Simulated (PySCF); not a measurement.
**Core-level binding energies of (HMg-mu-F)2**

Species: (HMg-mu-F)2.
Bonds: Mg1–F3, Mg1–F6, F3–Mg4, Mg4–F6. Hydrogens: H2 on Mg1; H5 on Mg4.

Method used: delta-SCF UKS SCAN, pcX-2 on the ionised atom, pcseg-1 elsewhere, spin-free X2C (PySCF). Each binding energy is the total energy of the core-ionised species, with the hole localised on one atom, minus that of the ground state; both are solved self-consistently, so orbital relaxation is included.

**Question.** What binding energy does each computed site have?

**Answer.** 
```csv
atom(s),environment,level,binding energy (eV),count
F3/F6,fluorine bonded to 2 Mg,F 1s,692.03,2
Mg1/Mg4,magnesium bonded to 2 F and H,Mg 1s,1311.92,2
```

**Question.** Which effective nuclear charge Zeff reproduces each element's mean 1s value in the hydrogen-like formula E = 13.606 eV × Zeff²?

**Answer.** F (Z = 9): mean 692.0 eV, Zeff = 7.13, Z − Zeff = 1.87; Mg (Z = 12): mean 1311.9 eV, Zeff = 9.82, Z − Zeff = 2.18. Means run over the listed sites, weighted by atom count.

Atoms equivalent by their bonding share one computed value, that of the first of them. The structure is a single PBE0-D3(BJ)/def2-SVP conformer in the gas phase; no vibrational or solvent corrections.
